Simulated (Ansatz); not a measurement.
Several settings on one geometry of Ga(NH2)3 (GaN3H6) (that of the charge 0 singlet, PBE0-D4/def2-SVP). Ansatz on 4 threads of Arm Neoverse V2 on a shared host; times are rough.

```xyz
10

Ga   -0.0008    0.0001   -0.0437
N     1.8152   -0.0095   -0.1203
H     2.3614   -0.8482    0.0232
H     2.3710    0.8194    0.0428
N    -0.9008    1.5788   -0.0875
H    -1.8942    1.6424    0.0909
H    -0.4454    2.4677    0.0707
N    -0.9183   -1.5683   -0.1040
H    -0.4745   -2.4620    0.0605
H    -1.9136   -1.6204    0.0675
```

Totals from different functionals, basis sets or treatments of relativity can't be compared as stabilities.

Scalar relativity in a set contracted without it gives distorted totals.

The spins typed aren't always the lowest for that charge.

Question: Give the basis size and estimate the energy, ⟨S²⟩, dipole and time of these runs.

```tsv
run	method	charge	state	further keys
1	UHF/def2-mTZVPP	-1	doublet	nuclear_model: gaussian; pseudopotentials: {relativity: scalar}; scf: {lower_state_search: off}; forces asked
2	RKS PBE/STO-3G	0	singlet	fitting: {mean_field: def2-universal-jkfit}; scf: {omitted_lower_state_checks: [starts]}; forces asked
3	RKS ωPBEh/STO-3G	0	singlet	nuclear_model: gaussian; forces asked
```

Answer: 
| run | functions | energy (Eh) | ⟨S²⟩ | dipole (D) | wall time |
| --- | --- | --- | --- | --- | --- |
| 1 | 138 | -2105.2570 | 0.76 | – | 1.6 s |
| 2 | 39 | -2067.4398 | – | 1.23 | 0.6 s |
| 3 | 39 | -2067.6033 | – | 1.31 | 0.8 s |

The highest occupied level of an anion often lies above zero with these methods, and sets without diffuse functions describe the outer electron poorly.
